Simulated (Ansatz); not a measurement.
Start from `CN[SiH2][SiH3]` and change one atom or group to get `CN[SiH](N)[SiH3]`.

Ansatz, PBE0-D4/def2-TZVP geometries, multiplicity 1. Each molecule was computed in one conformer, which needn't be the lowest.

| property | `CN[SiH2][SiH3]` |
| --- | --- |
| HOMO–LUMO gap (ωB97M-V/def2-TZVPP) / eV | 10.40 |
| HOMO–LUMO gap (PBE0/def2-TZVPP) / eV | 6.54 |
| LUMO energy (PBE/def2-TZVPP) / eV | -0.89 |
| HOMO energy (PBE0/def2-TZVPP) / eV | -6.59 |
| HOMO–LUMO gap (B3LYP/def2-TZVPP) / eV | 6.15 |
| HOMO energy (B3LYP/def2-TZVPP) / eV | -6.38 |

**Question.** What does the change do to each property? (Best estimate.)

**Answer.** Computed: 
```json
{"property": "HOMO–LUMO gap (ωB97M-V/def2-TZVPP) / eV", "`CN[SiH](N)[SiH3]`": "10.60", "shift": "0.20"}
{"property": "HOMO–LUMO gap (PBE0/def2-TZVPP) / eV", "`CN[SiH](N)[SiH3]`": "6.79", "shift": "0.25"}
{"property": "LUMO energy (PBE/def2-TZVPP) / eV", "`CN[SiH](N)[SiH3]`": "-0.51", "shift": "0.38"}
{"property": "HOMO energy (PBE0/def2-TZVPP) / eV", "`CN[SiH](N)[SiH3]`": "-6.46", "shift": "0.13"}
{"property": "HOMO–LUMO gap (B3LYP/def2-TZVPP) / eV", "`CN[SiH](N)[SiH3]`": "6.39", "shift": "0.24"}
{"property": "HOMO energy (B3LYP/def2-TZVPP) / eV", "`CN[SiH](N)[SiH3]`": "-6.27", "shift": "0.11"}
```

With PBE0 the HOMO rises by 0.13 eV and the LUMO rises by 0.38 eV, so the gap widens by about 0.25 eV. PBE moves the HOMO by 0.11 eV and ωB97M-V by 0.12 eV.

B3LYP here is the variant with VWN-RPA as its local correlation; programs differ in this.
